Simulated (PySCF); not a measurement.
# How a change of structure moves an absorption spectrum

Computed with PySCF, TDDFT CAM-B3LYP/def2-SVPD, vertical, gas phase, core orbitals frozen in the response. Geometries: GFN2-xTB; one conformer of each isolated species. Triplets are in the Tamm–Dancoff approximation.

Parent: `c1(c(C)n(nc1)[SiH3])F`, with lowest singlet excitation energy 6.29 eV, HOMO–LUMO gap 9.12 eV, lowest triplet energy 4.38 eV, S1–T1 gap 1.91 eV, HOMO energy -8.20 eV. Its spectrum: 6.29 eV (f 0.154); 6.36 eV (f 0.002); 6.61 eV (f 0.006); 6.82 eV (f 0.003); 6.90 eV (f 0.120).

Give the shifts from the parent for: terminal F group replaced by H (`Cc1ccnn1[SiH3]`); terminal C group replaced by H (`Fc1cnn([SiH3])c1`); F replaced by Cl (`Cc1c(Cl)cnn1[SiH3]`); H on Si replaced by F (`Cc1c(F)cnn1[SiH2]F`); C replaced by Si (`Fc1cnn([SiH3])c1[SiH3]`); H on C replaced by F (`FCc1c(F)cnn1[SiH3]`).

| change | SMILES | Δ S1 (eV) | Δ gap (eV) | Δ T1 (eV) | Δ S1−T1 (eV) | Δ HOMO (eV) |
| --- | --- | --- | --- | --- | --- | --- |
| terminal F group replaced by H | Cc1ccnn1[SiH3] | +0.20 | +0.11 | +0.10 | +0.10 | +0.02 |
| terminal C group replaced by H | Fc1cnn([SiH3])c1 | +0.01 | +0.25 | +0.11 | -0.10 | -0.31 |
| F replaced by Cl | Cc1c(Cl)cnn1[SiH3] | -0.12 | -0.11 | +0.01 | -0.12 | +0.10 |
| H on Si replaced by F | Cc1c(F)cnn1[SiH2]F | -0.19 | -0.19 | -0.11 | -0.07 | -0.19 |
| C replaced by Si | Fc1cnn([SiH3])c1[SiH3] | -0.22 | -0.03 | -0.13 | -0.09 | -0.31 |
| H on C replaced by F | FCc1c(F)cnn1[SiH3] | -0.07 | +0.11 | -0.01 | -0.06 | -0.39 |

S1 falls most with C replaced by Si (-0.22 eV), and it rises most with terminal F group replaced by H (+0.20 eV). S1 is simply the lowest singlet of each species and needn't be the same kind of state throughout. Over these 6 changes the shifts of S1 and of the HOMO–LUMO gap correlate with r = 0.65.
